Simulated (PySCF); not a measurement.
# Peak assignment

Numbering as in the mapped SMILES `[OH:1][c:2]1[cH:3][cH:4][cH:5][c:6]([F:7])[cH:8]1`; H(Xn) means a hydrogen on atom n.

Non-relativistic, one computed conformer, in vacuum. Coordinates at the PBE0-D3(BJ)/def2-SVP level; couplings computed with B3LYP/pcJ-1 (spin–dipole term only in couplings to heteroatoms); shielding tensors at PBE0/pcSseg-1 (GIAO); PySCF.

Chemical shifts δ = σref − σ; $^{13}$C, $^{1}$H vs TMS, all at this level.

Q: Assign these signals to the numbered atoms. $^{13}$C{$^{1}$H} NMR (computed): δ 171.3 (d, J = 315.0 Hz), 163.5 (d, J = 6.5 Hz), 137.0 (d, J = 7.4 Hz), 114.8, 111.2 (d, J = 18.6 Hz), 104.2 (d, J = 21.8 Hz).

A: 
171.3 → C6, aromatic carbon bearing fluorine: σ withdrawal by the attached heteroatom moves it downfield of the ring CH carbons
163.5 → C2, aromatic carbon bearing oxygen: σ withdrawal by the attached heteroatom moves it downfield of the ring CH carbons
137.0 → C4, aromatic CH: the aromatic region
114.8 → C3, aromatic CH
111.2 → C5, aromatic CH
104.2 → C8, aromatic CH

Q: Assign these signals to the numbered atoms. $^{1}$H NMR (600 MHz, computed): δ 7.32 (td, J = 9.2, 6.0 Hz, 1H), 6.77 (dd, J = 9.2, 2.3 Hz, 1H), 6.65 (ddd, J = 9.1, 8.9, 2.0 Hz, 1H), 6.21 (dt, J = 9.9, 2.2 Hz, 1H), 3.91 (br s, 1H).

A: 
```tsv
δ (ppm)	atoms	environment	reason
7.32	H(C4)	hydrogen on an aromatic CH	aromatic region
6.77	H(C3)	hydrogen on an aromatic CH	–
6.65	H(C5)	hydrogen on an aromatic CH	–
6.21	H(C8)	hydrogen on an aromatic CH	–
3.91	H(O1)	hydrogen on a phenol-type oxygen	exchangeable; this is the value without hydrogen bonding to other molecules
```

OH and NH positions are those of a molecule without intermolecular hydrogen bonds; in solution they move with solvent, concentration and temperature, and exchange usually removes their couplings. C–F couplings over four or more bonds (about 3 Hz to the para carbon of a fluoroarene) are left out. Common functionals overestimate the size of one-bond C–F couplings by tens of Hz; these are unscaled. Multiplet labels drop couplings under 1 Hz and merge nearly equal ones. Unscaled 3J(H,H) at this level run about 10 % above measured values. Shifts are as computed. Against solution values, carbons near 30 ppm lie about +2 ppm off and those near 130 ppm about +5 ppm. Of 1211 compounds with measured shifts, 218 miss one by over three times the rms of a fit or turn the order of signals round; such compounds aren't used in these exercises.
